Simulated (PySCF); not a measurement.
Computed properties of C2H7O, SMILES CC[OH2+], charge +1

C2H7O, SMILES CC[OH2+], charge +1. Geometry: B3LYP-D3(BJ)/def2-TZVP. The isomer is the one that the SMILES or the coordinates give; other isomers of the formula were not compared. The values are those of a single conformer. All values are computed for the isolated molecule unless a solvent is named; none is compared with measurement here.

**Structure.** The optimised structure has Cs symmetry. All 24 harmonic modes at B3LYP-D3(BJ)/def2-TZVP (PySCF) are real, so it is a minimum. With heavy atoms numbered as in [CH3:1][CH2:2][OH2+:3], the shortest bond between them is C1–C2 at 1.494 Å and the longest C2–O3 at 1.564 Å.

**Vibrations.** The strongest infrared lines (harmonic, unscaled, degenerate partners summed) lie at 3711 cm⁻¹ (256 km/mol, H 92 %), 643 cm⁻¹ (201 km/mol, C 43 %, O 42 %, H 15 %), 711 cm⁻¹ (182 km/mol, H 76 %, O 15 %, C 9 %). The softest mode is at 176 cm⁻¹ and the zero-point energy is 57.7 kcal/mol.

**Electronic structure.** r2SCAN/def2-TZVPD (PySCF) places the frontier levels at -14.67 and -6.33 eV, a gap of 8.34 eV and a mean polarisability of 29.6 bohr³. PBE/def2-TZVPD (PySCF) at the same geometry gives -14.34 and -7.00 eV, so its gap is 1.00 eV narrower. An orbital gap is neither the optical nor the fundamental gap.

**Excitations.** TDDFT-ωB97X/def2-SVPD (PySCF) has S1 at 9.35 eV (133 nm, f = 0.000, dark); the most intense of the 10 singlets computed lies at 10.38 eV (f = 0.16). T1 (TDA) is at 8.96 eV. TDDFT-PBE/def2-SVPD (PySCF) puts S1 at 7.49 eV. No vertical singlet excitation falls in the visible range (under 3.1 eV).

**NMR.** GIAO shifts at HF/pcSseg-1 (PySCF) (non-relativistic, atoms alike by connectivity averaged): ¹³C from 17.2 to 99.3 ppm against TMS; ¹H from 2.4 to 5.9 ppm against TMS.

**Solvation.** SMD-ωB97X/6-31G* (PySCF) gives -76.0 kcal/mol in water, -64.0 kcal/mol in cyclohexanone, -39.1 kcal/mol in benzene (1 M in both phases, gas-phase geometry); of these solvents water holds the molecule best.
